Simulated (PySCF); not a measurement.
## Dipole moment and polarisability across levels of theory

C₂H₇GaS.
Z-matrix (Å and degrees, PBE0-D3(BJ)/def2-SVP geometry), rows numbered from 1:
```
C 
S   1  1.8235
Ga  2  2.2002  1  103.28
C   3  1.9598  2  117.10  1   178.45
H   1  1.0987  2  108.79  3   126.47
H   1  1.0987  2  109.39  3  -114.74
H   1  1.0988  2  111.73  3     6.10
H   3  1.5713  2  114.88  1    -1.29
H   4  1.1001  3  110.80  2    37.29
H   4  1.1020  3  109.45  2   -81.23
H   4  1.0995  3  111.72  2   159.14
```

PySCF, dipoles from the SCF density, polarisabilities from static response with core orbitals frozen. Geometry: PBE0-D3(BJ)/def2-SVP, one conformer, isolated molecule. The LDA/def2-SVPD calculation is non-relativistic and has no spin–orbit coupling, an omission that weighs most on gallium.

The anisotropy is √(½[(α1 − α2)² + (α2 − α3)² + (α3 − α1)²]).

```csv
level,μ (D),α (Å³),anisotropy (Å³)
LDA/def2-SVPD,1.031,12.41,6.07
PBE/def2-SVPD,1.032,12.21,5.88
B3LYP/def2-SVPD,1.116,11.85,5.53
PBE0/def2-SVPD,1.186,11.65,5.35
BHandHLYP/def2-SVPD,1.270,11.31,5.01
CAM-B3LYP/def2-SVPD,1.223,11.56,5.19
wB97X-D/def2-SVPD,1.255,11.50,5.11
LC-wPBE/def2-SVPD,1.350,11.10,4.79
HF/def2-SVPD,1.451,10.77,4.32
PBE0/6-31G*,1.247,9.72,5.21
PBE0/def2-SVP,1.073,9.76,5.58
PBE0/aug-cc-pVDZ,1.159,11.80,5.58
PBE0/def2-TZVP,1.107,11.09,5.80
PBE0/def2-TZVPD,1.133,11.85,5.54
```

The dipole runs from 1.03 D (LDA/def2-SVPD) to 1.45 D (HF/def2-SVPD). No reference polarisability is at hand; against PBE0 in the largest diffuse basis at hand (def2-TZVPD) the other PBE0 rows deviate by 6-31G* -18%, def2-SVP -18%, def2-SVPD -2%, aug-cc-pVDZ 0%, def2-TZVP -6%. In one basis (def2-SVPD) the functionals order the polarisability from HF (lowest) to LDA (highest), a spread of 15%. With PBE0 the polarisability is 10.19 Å³ without diffuse functions (mean of 6-31G*, def2-SVP and def2-TZVP) and 11.77 Å³ with them (mean of def2-SVPD, aug-cc-pVDZ and def2-TZVPD).
